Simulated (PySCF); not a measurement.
SeCl3, SMILES Cl[Se+](Cl)Cl, charge +1.

Geometry optimised at ωB97X-D3(BJ)/def2-SVP. The multiplicity is an assumed one; other spin states were not compared. The isomer is the one that the SMILES or the coordinates give; other isomers of the formula were not compared.

Level of theory: PySCF with PBE0/def2-TZVPD.

Symmetry labels are those of the subgroup Cs that the program uses (full group C3v).

Problem. List the valence orbital energies around the gap with their symmetry. (Estimate from the structure and the level; the computed values follow.)

Solution. 
```json
[
 {"orbital": "HOMO−7", "symmetry": "A\"", "energy (eV)": "-19.57"},
 {"orbital": "HOMO−6", "symmetry": "A'", "energy (eV)": "-18.56"},
 {"orbital": "HOMO−5", "symmetry": "A\"", "energy (eV)": "-16.31"},
 {"orbital": "HOMO−4", "symmetry": "A'", "energy (eV)": "-16.31"},
 {"orbital": "HOMO−3", "symmetry": "A'", "energy (eV)": "-15.52"},
 {"orbital": "HOMO−2", "symmetry": "A\"", "energy (eV)": "-15.52"},
 {"orbital": "HOMO−1", "symmetry": "A\"", "energy (eV)": "-15.27"},
 {"orbital": "HOMO", "symmetry": "A'", "energy (eV)": "-15.14"},
 {"orbital": "LUMO", "symmetry": "A'", "energy (eV)": "-8.74"},
 {"orbital": "LUMO+1", "symmetry": "A\"", "energy (eV)": "-8.52"},
 {"orbital": "LUMO+2", "symmetry": "A'", "energy (eV)": "-8.52"},
 {"orbital": "LUMO+3", "symmetry": "A'", "energy (eV)": "-3.81"}
]
```
